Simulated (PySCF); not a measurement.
Computed data (PySCF 2.14): geometry: GFN2-xTB, shieldings: GIAO PBE0/pcSseg-1. One averaged value for each set of equivalent atoms, no relativistic terms, no solvent model, one computed conformer.

Scale: 1H, 13C vs TMS (reference shieldings calculated alike). Shifts are as computed. Against solution values, carbons near 30 ppm lie about +3 ppm off and those near 130 ppm about +5 ppm; carbons on Cl a further +6 ppm (rms about the fit 2.1 ppm; single classes can miss by 10 ppm). Of 1328 compounds with measured shifts, 309 miss one by over three times the rms of a fit or turn the order of signals round; such compounds aren't used in these exercises. Signals without a measured value on file couldn't be tested in this way; 1H shifts scatter by 0.2 ppm about their fit, and single ones miss by 0.5 ppm. Carbons bonded to Cl come out too deshielded. OH and NH positions are gas-phase values without hydrogen bonding to other molecules.

Task: Order these molecules by the shift of their most shielded carbon-bound hydrogen, lowest δ first.
A. C/C(F)=C\C#N
B. [SiH3]C([SiH3])Cl
C. NCc1ccncc1
D. C1=C[SiH2]C=C1
E. Nc1ccc(N)cc1

Result: A (2.42 ppm, hydrogen on an allylic methyl carbon), B (2.84 ppm, hydrogen on an sp3 CH bonded to Cl and 2 Si), C (3.82 ppm, hydrogen on an sp3 CH2 bonded to N, on an aromatic ring), D (6.26 ppm, hydrogen on an alkene CH), E (6.60 ppm, hydrogen on an aromatic CH).

Task: Order these molecules by the shift of their most shielded carbon, lowest δ first.
A. C/C(F)=C\C#N
B. NCc1ccncc1
C. C1=C[SiH2]C=C1
D. Nc1ccc(N)cc1

Result: A (20.1 ppm, allylic methyl carbon), B (53.8 ppm, sp3 CH2 bonded to N, on an aromatic ring), D (118.0 ppm, aromatic CH), C (134.6 ppm, alkene CH).

Task: How many 13C and 1H signals does each give (equivalence by symmetry and fast rotation, but not about amide C–N or C=N bonds)? `Nc1ccc(N)cc1`, `[SiH3]C([SiH3])Cl`, `N#CC/C=C/F`, `C1=C[SiH2]C=C1`, `NCc1ccncc1`, `C/C(F)=C\C#N`

Result: Nc1ccc(N)cc1: 2 C, 2 H; [SiH3]C([SiH3])Cl: 1 C, 2 H; N#CC/C=C/F: 4 C, 3 H; C1=C[SiH2]C=C1: 2 C, 3 H; NCc1ccncc1: 4 C, 4 H; C/C(F)=C\C#N: 4 C, 2 H.
